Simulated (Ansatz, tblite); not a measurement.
Cost and result up the ladder for SeCl2 (3 atoms). Charge 0, multiplicity 1. Geometry: PBE0-D4/def2-TZVP.

```xyz
3

Se   -0.1421   -0.0965   -0.8888
Cl    0.5061    1.6348    0.2025
Cl   -0.3640   -1.5383    0.6863
```

Ansatz on 4 threads of Arm Neoverse V2 on a shared host; xTB runs through tblite on one thread. Times are rough, summed over both states, and most runs start from the orbitals of an earlier one. CCSD(T)/def2-TZVPP serves as the yardstick here, not as an exact answer. The other state is a doublet.

The xTB rows come from tblite. Correlated methods freeze 19 core orbitals; core or outer-core shells of Se are correlated, in sets that lack core-valence functions.

Correlated methods converge slowly with the basis.

Raw xTB energies of ions are shifted by several eV.

| level | functions | vertical IE (eV) | difference from CCSD(T)/def2-TZVPP (eV) |
| --- | --- | --- | --- |
| GFN1-xTB | 27 | 14.18 | 4.94 |
| r2SCAN-D4/def2-TZVP | 122 | 9.12 | -0.13 |
| PBE-D4/def2-TZVP (with forces) | 122 | 8.96 | -0.29 |
| PBE0-D4/def2-TZVP | 122 | 9.24 | 0.00 |
| GFN2-xTB | 27 | 13.86 | 4.62 |
| CCSD(T)/def2-TZVPP | 132 | 9.24 | 0.00 |

Q: Estimate how long each takes.

A: GFN2-xTB 0.004 s; GFN1-xTB 0.005 s; PBE-D4/def2-TZVP (with forces) 2.1 s; PBE0-D4/def2-TZVP 3.5 s; r2SCAN-D4/def2-TZVP 5.5 s; CCSD(T)/def2-TZVPP 18 s. On shared hardware such times vary by a factor of up to 3.
